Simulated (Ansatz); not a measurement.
Energy needed to pull apart AuF (SMILES [F][Au]), closed shell, into free ground-state atoms, from the structure below (displaced at random from a GFN2-xTB minimum); no zero-point or spin–orbit terms; open-shell atoms are treated unrestricted, in their ground-state multiplicity.

F1  (0.916, -0.365, 0.381)
Au2  (-0.784, 0.351, -0.503)
(Å)

Program: Ansatz 0.2.0. Basis: def2-TZVPP. Cores are frozen in the correlated methods. Filled d shells of the heavier atoms are correlated. Core potentials replace the inner electrons of the atoms past krypton.

```csv
method,atomization energy (kcal/mol)
PBE-D4,73.4
r2SCAN-D4,67.6
PBE0-D4,62.1
r2SCAN0-D4,?
LC-wPBE,68.2
wB97M-V,66.7
HF,?
MP2,63.1
CCSD,57.2
CCSD(T),61.6
```

Problem. What does HF give? (Judge from chemistry; the value comes from the calculation.)

Solution. The calculation gives: 22.6 kcal/mol, which is about 38.9 kcal/mol less than CCSD(T)/def2-TZVPP.

Problem. What does r2SCAN0-D4 give? (An estimate is asked for; the value comes from the calculation.)

Solution. Computed: 57.6 kcal/mol, which is about 4.0 kcal/mol less than CCSD(T)/def2-TZVPP.

In triple zeta the MP2 and coupled-cluster atomization energies are still short of their basis limit by a few kcal/mol a bond, whereas those of the functionals are nearly converged, so these differences are not deviations from converged CCSD(T).

The T1 diagnostic stays at or below 0.033. The T1 diagnostic is large here, which may signal multireference character or strong orbital relaxation, so CCSD(T) is less sure.

For scale, one of the runs: CCSD(T)/def2-TZVPP forces, 87 basis functions (an equivalent command: `ansatz run in.yaml --threads 4`). The run took about 11 s on 4 CPU threads (shared host).
